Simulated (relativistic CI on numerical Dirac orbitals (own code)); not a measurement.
Sc2+: computed level list

Method of calculation: Dirac-Coulomb-Breit CI, KLI orbitals optimised for each configuration, model QED (radiative potential, 1s self-energy scaled to tabulated hydrogen-like ionisation energies), valence Slater integrals scaled by 0.85, P86 correlation energy added to each configuration (own radial code, finite nucleus).

CI space (outside the closed core [Ne] 3s2): 3p6 3d, 3p6 4s, 3p6 4p, 3p6 5s, 3p6 4d, 3p6 5p, 3p6 4f, 3p6 5d, 3p6 6s, 3p6 6p, 3p5 3d2, 3p6 5f, 3p6 5g, 3p6 6d, 3p6 7s, 3p6 7p. Levels of other configurations are missing.

The lowest level is 3p6 3d 2D_3/2, with 100 % of that term; Hund's rules for 3p6 3d give 2D with J = 3/2, in agreement.

```
No.  Configuration  Term    J   E (eV)    %  Landé g  jj configuration (%)
  1         3p6 3d    2D  3/2   0.0000  100    0.799           3d3/2 (100)
  2         3p6 3d    2D  5/2   0.0202  100    1.200           3d5/2 (100)
  3         3p6 4s    2S  1/2   3.4226  100    2.002              4s (100)
  4         3p6 4p   2P°  1/2   7.8280  100    0.666           4p1/2 (100)
  5         3p6 4p   2P°  3/2   7.8815  100    1.334           4p3/2 (100)
  6         3p6 4d    2D  3/2  13.8954  100    0.800           4d3/2 (100)
  7         3p6 4d    2D  5/2  13.9010  100    1.200           4d5/2 (100)
  8         3p6 5s    2S  1/2  14.2093  100    2.002              5s (100)
  9         3p6 5p   2P°  1/2  15.8699  100    0.666           5p1/2 (100)
 10         3p6 5p   2P°  3/2  15.8896  100    1.334           5p3/2 (100)
 11         3p6 4f   2F°  5/2  17.1614  100    0.857           4f5/2 (100)
 12         3p6 4f   2F°  7/2  17.1614  100    1.143           4f7/2 (100)
 13         3p6 5d    2D  3/2  18.3417  100    0.800           5d3/2 (100)
 14         3p6 5d    2D  5/2  18.3441  100    1.200           5d5/2 (100)
 15         3p6 6s    2S  1/2  18.4243  100    2.002              6s (100)
 16         3p6 6p   2P°  1/2  19.2282  100    0.666           6p1/2 (100)
 17         3p6 6p   2P°  3/2  19.2376  100    1.334           6p3/2 (100)
 18         3p6 5f   2F°  5/2  19.9260  100    0.857           5f5/2 (100)
 19         3p6 5f   2F°  7/2  19.9261  100    1.143           5f7/2 (100)
 20         3p6 5g    2G  7/2  19.9596  100    0.889           5g7/2 (100)
 21         3p6 5g    2G  9/2  19.9596  100    1.111           5g9/2 (100)
 22         3p6 6d    2D  3/2  20.5116  100    0.800           6d3/2 (100)
 23         3p6 6d    2D  5/2  20.5128  100    1.200           6d5/2 (100)
 24         3p6 7s    2S  1/2  20.5418  100    2.002              7s (100)
 25         3p6 7p   2P°  1/2  20.9920  100    0.666           7p1/2 (100)
 26         3p6 7p   2P°  3/2  20.9973  100    1.334           7p3/2 (100)
```

Energies count from the lowest computed level; ° marks odd parity. Filled j subshells are mostly left out of the jj labels.

The mean weight of the leading LS term, summed over parents, in these 26 levels is 100 %, and that of the leading jj configuration (from the same eigenvectors) 100 %.

Correlation outside the listed configurations is missing or only estimated: errors of thousands of cm⁻¹ between configurations and terms are usual at this charge. Rates and lifetimes follow the computed energies and can be off by large factors. The fine structure of a lone outer electron comes out too small, for d and f at times inverted, and misplaced configurations move strength between like terms. 11 of the 11 excited levels that our extract of the measured tables holds in this range could be paired (the sources list more); they are missed by 467 cm⁻¹ on average and 2066 at most, and levels without a partner can miss by more.
